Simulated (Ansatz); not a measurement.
Basis sets compared for 1-ethyl-3-methylimidazolium trifluoroacetate (C₈H₁₁F₃N₂O₂). The state is a singlet with charge 0. Geometry PBE0-D4/def2-SVP. Ansatz on 4 threads of Arm Neoverse V2 on a shared host; times are rough, and most runs start from earlier orbitals.

```xyz
26

C     1.499   -1.688   -2.441
C     0.719   -0.406   -2.224
N    -0.483   -0.612   -1.422
C    -1.668   -1.189   -1.819
C    -2.486   -1.185   -0.728
N    -1.777   -0.609    0.303
C    -2.243   -0.376    1.662
C    -0.564   -0.272   -0.134
H     2.396   -1.478   -3.042
H     0.904   -2.446   -2.972
H     1.827   -2.110   -1.480
H     1.322    0.335   -1.678
H     0.411    0.046   -3.179
H    -1.839   -1.543   -2.833
H    -3.508   -1.534   -0.606
H    -1.496    0.270    2.160
H    -2.343   -1.334    2.191
H    -3.217    0.130    1.630
H     0.289    0.248    0.425
O     0.055    1.483    2.519
C     1.137    1.636    1.947
O     1.566    1.088    0.903
C     2.133    2.648    2.567
F     3.304    2.060    2.841
F     2.380    3.651    1.713
F     1.682    3.188    3.697
```

Binding counts from free atoms (C triplet, N quartet, H doublet, O triplet, F doublet) in the same basis, without a counterpoise term.

| level | functions | energy (Eh) | HOMO (eV) | LUMO (eV) | binding per atom (eV) | wall time |
| --- | --- | --- | --- | --- | --- | --- |
| PBE-D4/def2-SVP | 265 | -869.3870 | -4.52 | -1.63 | 4.72 | 5.5 s |
| PBE0-D4/def2-SVP | 265 | -869.4145 | -6.35 | -0.65 | 4.57 | 12 s |

Problem. Estimate the rows for PBE-D4/def2-TZVP (with forces), PBE0-D4/def2-TZVP.

Solution. 
```
                         level  functions  energy (Eh)  HOMO (eV)  LUMO (eV)  binding per atom (eV)  wall time
PBE-D4/def2-TZVP (with forces)        531    -870.3843      -4.95      -1.79                   4.64       16 s
             PBE0-D4/def2-TZVP        531    -870.4042      -6.64      -0.79                   4.50       32 s
```
